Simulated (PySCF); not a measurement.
The multiplicity is imposed and other spin states were not computed.

B3LYP has the VWN-RPA correlation part, as in Gaussian. 

## [Zn(F)(Cl)] (charge 0, multiplicity 1)

All values below come from B3LYP-D3(BJ)/def2-TZVP // PBE-D3(BJ)/def2-SVP (PySCF).

| Item | Result |
|---|---|
| HOMO | -9.13 eV |
| dipole moment | 0.67 D |
| LUMO | -2.26 eV |
| HOMO–LUMO gap | 6.87 eV |
| charge on the central atom (Mulliken) | 0.77 e |
| charge on the central atom (meta-Löwdin) | 1.32 e |
| total energy | -2339.6508 Ha |
| cost | around 30 core-seconds (rough) |

Bonds (Å): Zn1–F2 1.745, Zn1–Cl3 2.096. Angles (°): F2–Zn1–Cl3 180.0.
